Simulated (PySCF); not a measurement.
C₅H₁₁O₂ (SMILES CC(C)(C)C(O)=[OH+]), charge +1, singlet, at a GFN2-xTB geometry. Base run: PBE0/STO-3G in PySCF.

Input for PySCF:
```python
from pyscf import gto, scf, dft

mol = gto.M(
    atom='''
C    -1.111225   -0.172881   -1.333807
C    -0.570103   -0.169962    0.119856
C    -1.336952    0.852393    0.959214
C    -0.664673   -1.575676    0.713836
C     0.853973    0.243091   -0.065745
O     1.125764    1.489891   -0.060544
O     1.722929   -0.666886   -0.278505
H    -0.581376   -0.889988   -1.955304
H    -2.156520   -0.466599   -1.291276
H    -1.053483    0.815118   -1.782988
H    -2.377516    0.549986    1.022781
H    -1.295530    1.843415    0.517408
H    -0.937036    0.901526    1.968195
H    -0.244187   -1.600832    1.715310
H    -1.709248   -1.863595    0.778867
H    -0.146921   -2.305008    0.098174
H     2.038603    1.784753   -0.248312
H     2.647558   -0.414606   -0.470577
''',
    basis='sto-3g',
    charge=1,
    spin=0,
    verbose=4,
)

mf = dft.RKS(mol)
mf.xc = 'pbe0'
mf.kernel()
mo_i, mo_e, stable_i, stable_e = mf.stability(internal=True, external=True, return_status=True, nroots=6, tol=1e-6)
print('internally stable:', stable_i, ' externally stable:', stable_e)
if not stable_e:
    umf = mf.to_uhf() if not hasattr(mf, 'xc') else mf.to_uks()
    umf.scf_summary = {}
    umf.kernel(umf.make_rdm1(mo_e, umf.mo_occ))
```

The bond that is stretched is that between atoms 17 and 6. A test that says stable can miss a lower solution.

Each row names what was changed in the base input (with any setting that the change needs).

```tsv
change	ΔE vs base (kcal/mol)	<S^2>	E after following the instability (Eh)	<S^2> there	HOMO-LUMO gap (eV)	stability test says	outcome
base	0.000	0.000	-	-	7.99	stable	converged
bond × 1.25	14.92	0.000	-	-	8.18	stable	converged
bond × 1.5	50.18	0.000	-	-	6.69	stable	converged
bond × 1.8	90.6	0.000	-342.44688	0.00	4.79	external instability	converged
bond × 2.2	129.2	0.000	-342.38531	0.00	3.29	external instability	converged
bond × 3.0	-	-	-	-	-	-	not converged
```

Where a bond breaks into two radicals, a solution with restricted orbitals usually stops being the lowest and lies too high; an unrestricted one lies lower at the price of spin contamination, which <S^2> shows.
